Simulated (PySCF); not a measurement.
C2H8Si2. Atoms are numbered in the order given.

```xyz
12

Si     0.0351     2.3181     0.0000
C     -0.4434     0.5058     0.0000
C      0.4434    -0.5058     0.0000
Si    -0.0351    -2.3181     0.0000
H      1.5251     2.4284     0.0000
H     -0.5154     3.0092    -1.2073
H     -0.5154     3.0092     1.2073
H     -1.5159     0.2599     0.0000
H      1.5159    -0.2599     0.0000
H      0.5154    -3.0092     1.2073
H      0.5154    -3.0092    -1.2073
H     -1.5251    -2.4284     0.0000
```

Geometry optimised at PBE0-D3(BJ)/def2-SVP.

The numbers are results of PySCF with PBE0-D3(BJ)/def2-SVP, not measurements.

Frequencies are harmonic and unscaled.

Computed normal modes with their intensities:
```csv
mode,ν (cm⁻¹),IR (km/mol),Raman (Å⁴/amu),depolarisation,moving atoms (share of kinetic energy)
1,100,0.0,0.0,–,H 92 %
2,136,0.0,0.0,–,"C 49 %, H 36 %, Si 15 %"
3,150,0.0,2.4,0.75,"H 71 %, C 29 %"
4,160,0.8,0.0,–,"C 53 %, H 30 %, Si 17 %"
5,273,0.0,4.7,0.20,"Si 65 %, H 21 %, C 14 %"
6,530,0.0,18.4,0.75,H 92 %
7,550,0.0,13.4,0.54,"H 66 %, Si 23 %, C 11 %"
8,652,65.7,0.0,–,"H 78 %, Si 12 %, C 10 %"
9,667,99.0,0.0,–,"H 78 %, Si 12 %, C 10 %"
10,746,45.1,0.0,–,"C 62 %, Si 25 %, H 13 %"
11,818,0.0,0.1,0.75,"H 52 %, C 43 %"
12,818,0.0,11.8,0.59,"C 46 %, H 43 %, Si 11 %"
13,906,623.0,0.0,–,"H 90 %, Si 10 %"
14,933,100.0,0.0,–,H 97 %
15,934,0.0,32.5,0.72,"H 89 %, Si 10 %"
16,935,0.0,46.9,0.75,H 97 %
17,949,86.7,0.0,–,H 97 %
18,951,0.0,83.1,0.68,H 96 %
19,1046,21.2,0.0,–,H 92 %
20,1183,34.3,0.0,–,"H 86 %, C 13 %"
21,1298,0.0,21.9,0.24,"H 79 %, C 21 %"
22,1658,0.0,34.3,0.25,C 95 %
23,2222,192.3,0.0,–,H 99 %
24,2223,0.2,251.9,0.75,H 96 %
25,2224,221.9,0.2,0.75,H 96 %
26,2226,0.0,589.8,0.04,H 99 %
27,2236,0.1,153.3,0.60,H 96 %
28,2237,191.8,0.0,–,H 96 %
29,3130,0.0,137.3,0.33,"H 92 %, C 8 %"
30,3135,7.6,0.0,–,H 92 %
```
